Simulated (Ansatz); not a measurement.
Geometry optimisation, RKS B3LYP-D4/6-31G* in Ansatz 0.2.0.

Input file:

```yaml
crystal:
  periodic: [false, false, false]
  atoms:
    - { symbol: C, position_ang: [-0.5381, -1.5581, -0.074] }
    - { symbol: C, position_ang: [-0.0465, -0.1106, -0.2942] }
    - { symbol: C, position_ang: [1.3962, 0.128, -0.0147] }
    - { symbol: S, position_ang: [2.4377, -0.4475, -1.4448] }
    - { symbol: C, position_ang: [-0.9724, 1.0305, -0.4322] }
    - { symbol: Si, position_ang: [-1.0852, 1.1106, 1.3496] }
    - { symbol: H, position_ang: [-0.0905, -2.1972, -0.7943] }
    - { symbol: H, position_ang: [-1.6283, -1.5452, -0.2669] }
    - { symbol: H, position_ang: [-0.3679, -1.8672, 0.9641] }
    - { symbol: H, position_ang: [1.6696, 1.1887, 0.1491] }
    - { symbol: H, position_ang: [1.7469, -0.419, 0.9105] }
    - { symbol: H, position_ang: [1.7189, 0.2828, -2.3295] }
    - { symbol: H, position_ang: [-1.9588, 0.8644, -0.9587] }
    - { symbol: H, position_ang: [-0.5973, 1.9444, -0.8775] }
    - { symbol: H, position_ang: [0.1054, 1.536, 2.108] }
    - { symbol: H, position_ang: [-1.8126, 0.0368, 2.0501] }
basis:
  gaussian: { orbitals: "6-31G*" }
hamiltonian:
  xc: b3lyp
  dispersion: d4
relax:
  f_tol: 0.02
  max_steps: 50
```

Run as:

```bash
$ ansatz run input.yaml --threads 2 --pin off --max-ram 3072MiB --backend cpu --events-out ev --progress --plain --runs-dir out
```

Question: Where does it end, and by what steps?

Answer: The run converged. After 11 steps the energy has fallen by 1.406 eV; H15 moved furthest, 0.60 Å.

```
step  energy less start (eV)  largest force component (eV/Å)  accepted
   0                  0.0000                           3.673       yes
   1                 -0.5891                           2.184       yes
   2                 -0.7722                           0.888       yes
   3                 -0.8912                           0.670       yes
   4                 -1.0810                           1.093       yes
   5                 -1.2145                           1.110       yes
   6                 -1.3466                           0.499       yes
   7                 -1.2990                           1.205        no
   8                 -1.4032                           0.109       yes
   9                 -1.4051                           0.043       yes
  10                 -1.4056                           0.030       yes
  11                 -1.4058                           0.014       yes
```

```xyz
16
Properties=species:S:1:pos:R:3
C -0.538 -1.563 -0.042
C -0.037 -0.142 0.169
C 1.466 0.032 0.070
S 2.183 -0.359 -1.601
C -0.881 0.972 -0.500
Si -0.972 0.975 1.367
H -0.295 -1.909 -1.055
H -1.624 -1.632 0.086
H -0.074 -2.255 0.671
H 1.777 1.046 0.339
H 1.981 -0.656 0.748
H 1.476 0.569 -2.282
H -1.735 0.642 -1.089
H -0.327 1.775 -0.987
H -0.241 2.028 2.108
H -2.182 0.457 2.041
```

Whether the end is a true minimum wasn't checked by a vibrational analysis.

Time of the run: 24 s on 2 threads of AMD EPYC 9R45 96-Core Processor (Zen 5), on a shared host, peak memory 0.32 GiB.
